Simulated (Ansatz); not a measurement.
CH₆CuN (`[CH3][Cu-][NH3+]`). Charge 0, multiplicity 1. All single points use the PBE0-D4/def2-TZVP geometry. It is one conformer, not always the lowest.

```xyz
9

C    -0.147   -1.281   -1.429
Cu   -0.002   -0.016   -0.017
N     0.149    1.300    1.450
H    -0.110   -2.308   -1.049
H     0.669   -1.167   -2.151
H    -1.090   -1.164   -1.974
H     0.977    1.877    1.343
H     0.210    0.840    2.353
H    -0.656    1.918    1.474
```

What is the dipole moment at ωB97M-V/def2-TZVPP? (Estimate.)

Ansatz gave: 6.60 D, with components (0.50, 4.39, 4.90) D in this frame, pointing from negative to positive charge.

And with PBE, r2SCAN, B3LYP? (Estimate.)

Computed: PBE 5.96 D, r2SCAN 6.18 D, B3LYP 6.27 D.

Give the Mulliken charges with ωB97M-V, PBE, r2SCAN in def2-TZVPP. (An estimate is asked.)

The calculation gave: 
| atom | ωB97M-V | PBE | r2SCAN |
| --- | --- | --- | --- |
| C1 | -0.58 | -0.41 | -0.38 |
| Cu2 | -0.01 | -0.20 | -0.13 |
| N3 | -0.21 | -0.23 | -0.22 |
| H4 | 0.10 | 0.09 | 0.06 |
| H5 | 0.10 | 0.09 | 0.06 |
| H6 | 0.10 | 0.09 | 0.06 |
| H7 | 0.16 | 0.19 | 0.18 |
| H8 | 0.16 | 0.19 | 0.18 |
| H9 | 0.16 | 0.19 | 0.18 |

B3LYP here is the variant with VWN-RPA as its local correlation; programs differ in this.
